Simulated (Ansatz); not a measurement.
`ClC1(Br)CO1` + HI → `ClC1(I)CO1` + HBr at 400 K and 1 bar (substitution at a C–Br bond).

Computed with Ansatz on PBE0-D4/def2-TZVP structures; ΔE is electronic, products minus reactants. CBS: MP2 limit from def2 TZ/QZ plus the TZ coupled-cluster correction, frozen cores. Elements past krypton have def2 core potentials. For Br, I outer-core shells are correlated without core-valence functions, which leaves a few kJ/mol of doubt a bond. Scalar relativity is left out up to krypton.

| species | CCSD(T)/CBS energy (Eh) | H − E (kJ/mol) | S (J/(mol·K)) |
| --- | --- | --- | --- |
| `ClC1(Br)CO1` | -3185.51677 | 125.4 | 343.3 |
| HI | -298.03592 | 25.7 | 215.0 |
| `ClC1(I)CO1` | -909.63740 | 124.9 | 352.5 |
| HBr | -2573.91920 | 27.6 | 207.2 |

H − E and S are ideal-gas, rigid-rotor, harmonic terms from PBE0-D4/def2-TZVP, for one conformer and one mirror image of each species. 1 Eh = 2625.50 kJ/mol, R = 8.31446 J/(mol·K).

Problem. By hand: ΔE, ΔH, ΔS and ΔG.

Solution. ΔE = (-909.63740) + (-2573.91920) − (-3185.51677) − (-298.03592) = -0.00391 Eh = -10.3 kJ/mol. Δ(H − E) = 124.9 + 27.6 − 125.4 − 25.7 = 1.4, so ΔH = -8.9 kJ/mol. ΔS = 352.5 + 207.2 − 343.3 − 215.0 = 1.4 J/(mol·K). ΔG = -8.9 − 400 × (1.4)/1000 = -9.5 kJ/mol.

Problem. By hand: the equilibrium constant, and the temperature at which ΔG would vanish if ΔH and ΔS stayed fixed.

Solution. log₁₀ K = −ΔG/(RT ln 10) = 1.2. ΔH and −TΔS have one sign here, so there is no such temperature. One of them is within its doubt of zero, so this could turn.

The number of gas molecules stays the same, so ΔS is small and ΔH decides. A doubt of 5 kJ/mol in ΔE shifts log₁₀ K by 0.7 here. Other conformers and mirror images would add mixing entropy, several J/(mol·K) or more a flexible species. These are equilibria of isolated gas molecules and say nothing of rates. Largest T1 diagnostic: 0.011 (customary marks: 0.02 for closed shells, 0.045 for open ones).
